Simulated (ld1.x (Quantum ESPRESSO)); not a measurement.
What the settings do to the TM potential of Pb (Z = 82)

Base potential:

| Property | Result |
| --- | --- |
| Element | lead |
| Generator | ld1.x (Quantum ESPRESSO) 7.5 |
| Type | norm-conserving Troullier–Martins (Kleinman–Bylander form) |
| Functional | PBE |
| Relativity | fully relativistic |
| Frozen core | [Xe] 4f14 5d10 |
| Valence charge | 4 |
| Reference configuration | 6s2 6p2 |
| Partial waves | 6s (bound): rc 1.95 bohr; 6p (bound): rc 2.75 bohr |
| Local potential | all-electron potential smoothed inside 1.65 bohr (lloc = -1) |
| Core correction | Bessel-smoothed model core, default radius (core density twice the valence density) |

Open shells are filled in proportion to 2j + 1 (rel_dist='average').

All-electron outer shells of the reference configuration (PBE, scalar-relativistic, ld1.x):

| shell | level (eV) | outermost node (bohr) | outermost maximum (bohr) |
| --- | --- | --- | --- |
| 5p | -85.83 | 0.49 | 0.88 |
| 5d | -21.18 | 0.52 | 1.07 |
| 6s | -12.04 | 1.01 | 1.95 |
| 6p | -3.50 | 1.18 | 2.67 |

Cutoffs, loose and tight: the cutoffs (Ry, on a coarse ladder) from which the occupation-weighted sum of valence levels, in a spherical-Bessel basis at the reference potential, stays within 10 and 1 mRy of its value at 400 Ry. They do not see the model core or the augmentation charge, which bear on the density cutoff. Test errors are all-electron minus pseudo excitation energies from the reference, over the configurations 6s2 6p1; 6s2 6p0; 6s1 6p0; 6s1 6p2; 6s1 6p3; 6s0 6p4; 6s2 6p1.5. A dash means not determined; rows that change the core or the reference have their own tests. The largest error is taken over the tests solved by every variant that gives reliable tests at all: 6s1 6p0; 6s1 6p3; 6s2 6p0; 6s2 6p1; 6s2 6p1.5.

A true bound ghost makes a file unfit for plane-wave use even where its test errors are small: the radial tests pick states by their node count and pass the ghost by. Where a test does run into it, the solver fails or the error is huge.

The default core radius of the base comes out at 1.90 bohr.

| change | outcome | cutoff, loose | cutoff, tight | bound ghosts | largest test error (meV) |
| --- | --- | --- | --- | --- | --- |
| base | generated | 21 Ry | 35 Ry | s, p3/2, d | -621 |
| core correction none | generated | 21 Ry | 35 Ry | s, p3/2, d | +610 |
| core correction Bessel-smoothed model core inside 0.76 bohr | generated | 21 Ry | 35 Ry | s, p3/2, d | -622 |
| core correction Bessel-smoothed model core inside 1.00 bohr | generated | 21 Ry | 35 Ry | s, p3/2, d | -622 |
| core correction Bessel-smoothed model core inside 1.30 bohr | generated | 21 Ry | 35 Ry | s, p3/2, d | -622 |
| core correction Bessel-smoothed model core inside 1.42 bohr | generated | 21 Ry | 35 Ry | s, p3/2, d | -622 |
| core correction Bessel-smoothed model core inside 1.64 bohr | generated | 21 Ry | 35 Ry | s, p3/2, d | -622 |
| core correction Bessel-smoothed model core inside 1.90 bohr | generated | 21 Ry | 35 Ry | s, p3/2, d | -621 |
| core correction Bessel-smoothed model core inside 2.06 bohr | generated | 21 Ry | 35 Ry | s, p3/2, d | -618 |
| core correction Bessel-smoothed model core inside 2.28 bohr | generated | 21 Ry | 35 Ry | s, p3/2, d | -610 |
